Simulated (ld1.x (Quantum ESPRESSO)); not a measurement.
C, ultrasoft: configuration errors across variants

* Element: C
* Generator: ld1.x (Quantum ESPRESSO) 7.5
* Type: ultrasoft
* Functional: PBEsol
* Relativity: scalar-relativistic
* Frozen core: [He]
* Valence charge: 4
* Reference configuration: 2s2 2p2
* Partial waves: 2s (bound): rcut 1.10, rcutus 1.35 bohr; 2s channel at -0.5 Ry: rcut 1.10, rcutus 1.35 bohr; 2p (bound): rcut 1.90, rcutus 2.15 bohr; 2p channel at 0.3 Ry: rcut 1.90, rcutus 2.15 bohr
* Local potential: all-electron potential smoothed inside 1.25 bohr (lloc = -1)
* Core correction: none
* Augmentation charge: PSQ, inside the norm-conserving radii

All-electron excitation energies from the reference (eV): (1) 2s2 2p1 10.789; (2) 2s2 2p0 34.807; (3) 2s1 2p0 82.771; (4) 2s0 2p4 16.873; (5) 2s1 2p3 8.427; (6) 2s2 2p1.5 3.933; (7) 2s2 2p2.3 -1.144.

1 further variants failed, have other tests or too few solved ones, and are left out.

Errors AE − PS in meV (a dash: test not solved or not reliable):

| change | (1) | (2) | (3) | (4) | (5) | (6) | (7) | bound ghosts |
| --- | --- | --- | --- | --- | --- | --- | --- | --- |
| base | +105 | +32 | +143 | +5.7 | +1.1 | +26 | +4.6 | none |
| all radii scaled by about 0.74 (s 1.00, p 1.60 bohr, rcut 0.82/1.40); local potential all-electron potential smoothed inside 0.92 bohr (lloc = -1) | +2.9 | +79 | +146 | +39 | +11 | +0.2 | +0.1 | none |
| all radii scaled by about 0.84 (s 1.14, p 1.80 bohr, rcut 0.92/1.60); local potential all-electron potential smoothed inside 1.06 bohr (lloc = -1) | -1.5 | +17 | +98 | +6.6 | +1.3 | -0.6 | -0.1 | none |
| all radii scaled by about 0.96 (s 1.30, p 2.06 bohr, rcut 1.06/1.82); local potential all-electron potential smoothed inside 1.20 bohr (lloc = -1) | -165 | -695 | -1210 | +67 | +14 | -33 | -5.9 | none |
| all radii scaled by about 1.20 (s 1.62, p 2.58 bohr, rcut 1.32/2.28); local potential all-electron potential smoothed inside 1.50 bohr (lloc = -1) | +70 | +463 | +905 | -23 | -5.9 | +14 | +2.7 | none |
| all radii scaled by about 1.27 (s 1.72, p 2.72 bohr, rcut 1.40/2.42); local potential all-electron potential smoothed inside 1.58 bohr (lloc = -1) | +101 | +671 | +1281 | -45 | -12 | +20 | +4.0 | none |
| all radii scaled by about 1.37 (s 1.84, p 2.94 bohr, rcut 1.50/2.60); local potential all-electron potential smoothed inside 1.70 bohr (lloc = -1) | +16 | +356 | +693 | -22 | -5.6 | +2.7 | +1.6 | none |

Q: Give the same row for: all radii scaled by about 1.05 (s 1.42, p 2.26 bohr, rcut 1.16/2.00); local potential all-electron potential smoothed inside 1.32 bohr (lloc = -1).

A: -145, -723, -1236, +31, +6.2, -27, -4.3; bound ghosts: none.
